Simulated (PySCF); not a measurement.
Predicted spectroscopic data

Computational details: structure optimised with GFN2-xTB, NMR shieldings at PBE0/pcSseg-1/GIAO, in PySCF 2.14.0 with density-fitted response routines (one computed conformer, rapidly exchanging positions averaged, relativity neglected, isolated molecule).

δ = σ(ref) − σ, references computed at the same level: TMS for 1H (31.72 ppm) and 13C (186.93 ppm). Splittings of carbon signals by F and P are missing where no couplings were computed. Where no couplings were computed, multiplicities follow the n + 1 count of equivalent neighbours, and m marks all less simple cases (inequivalent or close neighbours, rings, F or P nearby). Shifts are as computed. Against solution values, carbons near 30 ppm lie about +3 ppm off and those near 130 ppm about +5 ppm; carbons on Cl a further +6 ppm (rms about the fit 2.1 ppm; single classes can miss by 10 ppm). Of 1328 compounds with measured shifts, 309 miss one by over three times the rms of a fit or turn the order of signals round; such compounds aren't used in these exercises. Signals without a measured value on file couldn't be tested in this way; 1H shifts scatter by 0.2 ppm about their fit, and single ones miss by 0.5 ppm. Carbons bonded to Cl come out too deshielded.

**1.** `C([SiH3])#C[SiH2]C(Cl)Cl`, C3H6Cl2Si2. 1H NMR (500 MHz, computed): δ 5.67 (t, 1H), 4.48 (d, 2H), 4.25 (s, 3H). 13C{1H} NMR (computed): δ 117.0 (C), 113.8 (C), 72.3 (CH).

**2.** `C=C(CF)CC(F)(F)F`, C5H6F4. 1H NMR (500 MHz, computed): δ 5.81 (m, 1H), 5.69 (m, 1H), 5.30 (m, 2H), 3.05 (m, 2H). 13C{1H} NMR (computed): δ 146.1 (C), 135.0 (C), 128.8 (CH2), 88.5 (CH2), 39.1 (CH2).

**3.** `C=C/C=C/C=C\C#N`, C7H7N. 1H NMR (500 MHz, computed): δ 7.17 (m, 1H), 6.98 (m, 1H), 6.88 (m, 1H), 6.72 (m, 1H), 5.88 (m, 1H), 5.86 (m, 1H), 5.22 (d, 1H). 13C{1H} NMR (computed): δ 157.6 (CH), 150.1 (CH), 145.3 (CH), 137.9 (CH), 132.8 (CH2), 121.6 (C), 103.2 (CH).
